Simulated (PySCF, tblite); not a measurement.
Isomers of C4H8F2O2Si, one GFN2-xTB conformer each. Single-point energies are computed at PBE0/pcSseg-1 (PySCF, gas phase, no added dispersion term), electronic only.

| SMILES | GFN2-xTB relative energy (kJ/mol) |
| --- | --- |
| CO[SiH2]C(OC)=C(F)F | 262.2 |
| FC[C@@H]1O[SiH2]O[C@H]1CF | 10.4 |
| FC(F)[C@H]1CCO[SiH2]O1 | 0.0 |

Conformers: `[CH3:1][O:2][SiH2:3][C:4]([O:5][CH3:6])=[C:7]([F:8])[F:9]` with C1–O2–Si3–C4 -61°, O2–Si3–C4–O5 40°, Si3–C4–O5–C6 180°; `[F:1][CH2:2][C@@H:3]1[O:4][SiH2:5][O:6][C@H:7]1[CH2:8][F:9]` with F1–C2–C3–O4 70°, O6–C7–C8–F9 -177°, C2–C3–O4–Si5 -102°, C3–O4–Si5–O6 -13°, O4–Si5–O6–C7 0°, Si5–O6–C7–C8 -110°; `[F:1][CH:2]([F:3])[C@H:4]1[CH2:5][CH2:6][O:7][SiH2:8][O:9]1` with F1–C2–C4–C5 -58°, C2–C4–C5–C6 72°, C4–C5–C6–O7 55°, C5–C6–O7–Si8 -41°, C6–O7–Si8–O9 22°.

Q: What does PBE0/pcSseg-1 give for the same structures?

A: 
| SMILES | PBE0/pcSseg-1 E (Eh) | PBE0/pcSseg-1 (kJ/mol) | GFN2-xTB (kJ/mol) | point group |
| --- | --- | --- | --- | --- |
| FC(F)[C@H]1CCO[SiH2]O1 | -796.21651 | 0.0 | 0.0 | C1 |
| FC[C@@H]1O[SiH2]O[C@H]1CF | -796.19826 | 47.9 | 10.4 | C1 |
| CO[SiH2]C(OC)=C(F)F | -796.11614 | 263.5 | 262.2 | C1 |

Both levels put the same isomer lowest; measured from each level's own lowest isomer, the values differ by up to 37.5 kJ/mol (FC[C@@H]1O[SiH2]O[C@H]1CF: 10.4 against 47.9). As drawn, the highest has an Si–C bond and a C=C bond outside aromatic rings, which the lowest lacks.

Q: Which frontier levels, dipoles and rotational constants go with these structures?

A: 
| SMILES | HOMO (eV, PBE0/pcSseg-1) | LUMO (eV) | dipole (D) | A, B, C (MHz) |
| --- | --- | --- | --- | --- |
| FC(F)[C@H]1CCO[SiH2]O1 | -7.92 | 0.91 | 1.22 | 2409, 1083, 991.0 |
| FC[C@@H]1O[SiH2]O[C@H]1CF | -8.19 | 0.39 | 0.80 | 1764, 1209, 893.6 |
| CO[SiH2]C(OC)=C(F)F | -6.69 | 0.34 | 2.57 | 2024, 906.4, 652.1 |

Q: What happens when harmonic zero-point energies from GFN2-xTB frequencies are added?

A: 
```tsv
SMILES	ZPE (kJ/mol)	electronic (kJ/mol)	with ZPE (kJ/mol)
FC(F)[C@H]1CCO[SiH2]O1	316.5	0.0	0.0
FC[C@@H]1O[SiH2]O[C@H]1CF	314.9	47.9	46.3
CO[SiH2]C(OC)=C(F)F	302.5	263.5	249.5
```

The zero-point energies span 14.0 kJ/mol. The order is unchanged.
